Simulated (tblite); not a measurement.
Parent: `[F:1][C:2]([F:3])([F:4])[CH:5]([SiH3:6])[SiH3:7]`, C2H7F3Si2.

Computed geometry: GFN2-xTB, gas phase. One conformer each, not checked by frequencies here.

```tsv
coordinate of the parent	value
F1–C2	1.348 Å
C2–F3	1.351 Å
C2–F4	1.351 Å
C2–C5	1.486 Å
C5–Si6	1.914 Å
C5–Si7	1.914 Å
F1–C2–F3	105.4°
F1–C2–F4	105.4°
F1–C2–C5	113.0°
F3–C2–F4	105.0°
F3–C2–C5	113.6°
F4–C2–C5	113.7°
C2–C5–Si6	108.7°
C2–C5–Si7	108.7°
Si6–C5–Si7	115.4°
```

**Question.** How does the shared frame change in `[NH2:1][CH2:2][C:3]([SiH3:4])([SiH3:5])[C:6]([F:7])([F:8])[F:9]` with H–N1–C2–C3 80° and -159°, N1–C2–C3–Si4 153°, C3H10F3NSi2? Atoms pair as F1 = F9, C2 = C6, F3 = F8, F4 = F7, C5 = C3, Si6 = Si4, Si7 = Si5 (parent first).

**Answer.** 
```tsv
parent	relative	value in the relative	change
F1–C2	F9–C6	1.346 Å	-0.002
C2–F3	C6–F8	1.357 Å	+0.006
C2–F4	C6–F7	1.354 Å	+0.003
C2–C5	C6–C3	1.487 Å	+0.001
C5–Si6	C3–Si4	1.908 Å	-0.006
C5–Si7	C3–Si5	1.926 Å	+0.012
F1–C2–F3	F9–C6–F8	105.3°	-0.1
F1–C2–F4	F9–C6–F7	105.3°	-0.1
F1–C2–C5	F9–C6–C3	113.0°	0.0
F3–C2–F4	F8–C6–F7	104.1°	-0.9
F3–C2–C5	F8–C6–C3	113.5°	-0.1
F4–C2–C5	F7–C6–C3	114.7°	+1.0
C2–C5–Si6	C6–C3–Si4	107.5°	-1.2
C2–C5–Si7	C6–C3–Si5	108.3°	-0.4
Si6–C5–Si7	Si4–C3–Si5	115.3°	-0.1
```

Of the parent's bonds, C5–Si7 changes most (+0.012 Å). Bonds of the relative outside the shared frame: N1–C2 1.456, C2–C3 1.526 Å. Point group Cs → C1.

**Question.** How does the shared frame change in `[CH3:1][C:2]([SiH3:3])([SiH3:4])[C:5]([F:6])([F:7])[F:8]`, C3H9F3Si2? Atoms pair as F1 = F8, C2 = C5, F3 = F7, F4 = F6, C5 = C2, Si6 = Si3, Si7 = Si4 (parent first).

**Answer.** 
```csv
parent,relative,value in the relative,change
F1–C2,F8–C5,1.350 Å,+0.002
C2–F3,C5–F7,1.351 Å,0.000
C2–F4,C5–F6,1.351 Å,0.000
C2–C5,C5–C2,1.493 Å,+0.007
C5–Si6,C2–Si3,1.919 Å,+0.005
C5–Si7,C2–Si4,1.919 Å,+0.005
F1–C2–F3,F8–C5–F7,105.2°,-0.2
F1–C2–F4,F8–C5–F6,105.2°,-0.2
F1–C2–C5,F8–C5–C2,112.8°,-0.2
F3–C2–F4,F7–C5–F6,105.1°,+0.1
F3–C2–C5,F7–C5–C2,113.9°,+0.3
F4–C2–C5,F6–C5–C2,113.8°,+0.1
C2–C5–Si6,C5–C2–Si3,107.4°,-1.3
C2–C5–Si7,C5–C2–Si4,107.2°,-1.5
Si6–C5–Si7,Si3–C2–Si4,113.4°,-2.0
```

Of the parent's bonds, C2–C5 changes most (+0.007 Å). Bonds of the relative outside the shared frame: C1–C2 1.532 Å. Point group Cs → Cs.

**Question.** How does the shared frame change in `[CH3:1][C:2]#[C:3][C:4]([SiH3:5])([SiH3:6])[C:7]([F:8])([F:9])[F:10]`, C5H9F3Si2? Atoms pair as F1 = F8, C2 = C7, F3 = F9, F4 = F10, C5 = C4, Si6 = Si5, Si7 = Si6 (parent first).

**Answer.** 
```tsv
parent	relative	value in the relative	change
F1–C2	F8–C7	1.352 Å	+0.004
C2–F3	C7–F9	1.349 Å	-0.002
C2–F4	C7–F10	1.349 Å	-0.002
C2–C5	C7–C4	1.495 Å	+0.009
C5–Si6	C4–Si5	1.923 Å	+0.009
C5–Si7	C4–Si6	1.923 Å	+0.009
F1–C2–F3	F8–C7–F9	105.3°	-0.1
F1–C2–F4	F8–C7–F10	105.3°	-0.1
F1–C2–C5	F8–C7–C4	112.3°	-0.7
F3–C2–F4	F9–C7–F10	105.4°	+0.4
F3–C2–C5	F9–C7–C4	113.9°	+0.3
F4–C2–C5	F10–C7–C4	113.9°	+0.2
C2–C5–Si6	C7–C4–Si5	108.0°	-0.7
C2–C5–Si7	C7–C4–Si6	108.0°	-0.7
Si6–C5–Si7	Si5–C4–Si6	114.6°	-0.8
```

Of the parent's bonds, C2–C5, C5–Si6 and C5–Si7 change most and about equally (+0.009 Å). Bonds of the relative outside the shared frame: C1–C2 1.446, C2≡C3 1.200, C3–C4 1.446 Å.
